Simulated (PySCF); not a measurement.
# Ionisation energy along the 5-electron series

Calculated with PySCF 2.14 and a two-component X2C-1e Hamiltonian (Gaussian nucleus, no Breit or QED terms), each ion in its own even-tempered basis scaled to its charge; GMP2 freezes nothing and drops the highest virtual spinors. Values in eV. NIST values: (m) measured, (s) semi-empirical, (t) theoretical.

```tsv
ion	configuration	GHF (spin-free)	GMP2 (spin-free)	GHF (screened spin-orbit)	GMP2 (screened spin-orbit)	NIST
Te⁴⁷⁺	[He] 2s2 2p1	8292.3	8291.5	8506.1	8504.4	8499 ± 4 (t)
Xe⁴⁹⁺	[He] 2s2 2p1	8998.3	8997.6	9251.0	9249.2	9243 ± 4 (t)
```

**Question.** Fill in the row of I⁴⁸⁺.

**Answer.** configuration: [He] 2s2 2p1; GHF (spin-free): 8641.5; GMP2 (spin-free): 8640.8; GHF (screened spin-orbit): 8874.1; GMP2 (screened spin-orbit): 8872.3; NIST: 8867 ± 4 (t).
